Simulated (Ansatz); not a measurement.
Ansatz results at the PBE0-D4/def2-TZVP geometry: HOMO–LUMO gap (PBE/def2-TZVPP) 5.23 eV; LUMO energy (PBE0/def2-TZVPP) -1.20 eV; HOMO–LUMO gap (PBE0/def2-TZVPP) 7.18 eV.

Each molecule was computed in one conformer, which needn't be the lowest.

(1) Which molecule gave them?
A. `[F][Ge]([F])([F])[Br]`
B. `Cl[Si](Cl)(Cl)[GeH2][Si](Cl)(Cl)Cl`
C. `[SiH3][O][Ge]([O][SiH3])([O][SiH3])[O][SiH3]`
D. `N#[C][Ge]([F])([C]#N)[C]#N`

Answers

(1) B. The others give `[F][Ge]([F])([F])[Br]`: 5.42, -2.02, 7.86; `[SiH3][O][Ge]([O][SiH3])([O][SiH3])[O][SiH3]`: 5.57, -0.95, 8.00; `N#[C][Ge]([F])([C]#N)[C]#N`: 5.59, -3.21, 8.08.
